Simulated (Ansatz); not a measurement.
FH3Si (SMILES F[SiH3]) moved off its minimum; all values from Ansatz (an electronic-structure program), cores frozen in correlated methods.
(charge 0, multiplicity 1)
```xyz
5

Si    -0.5609    -0.0211    -0.2159
F      1.1373    -0.0110     0.2326
H     -0.9093     1.3563    -0.5345
H     -0.7418    -0.9382    -1.1825
H     -1.3067    -0.3620     1.0383
```

Problem. Give the forces (eV/Å), the total energy and the dipole at CCSD(T)/aug-cc-pV(T+d)Z.

Solution. 
| atom | Fx | Fy | Fz |
|---|---|---|---|
| Si1 | 3.254 | 1.958 | 4.100 |
| F2 | -3.081 | -0.076 | -0.951 |
| H3 | -0.013 | 0.258 | -0.390 |
| H4 | -0.366 | -2.057 | -2.381 |
| H5 | 0.206 | -0.084 | -0.379 |
Energy -390.6405 hartree, dipole 2.28 D.
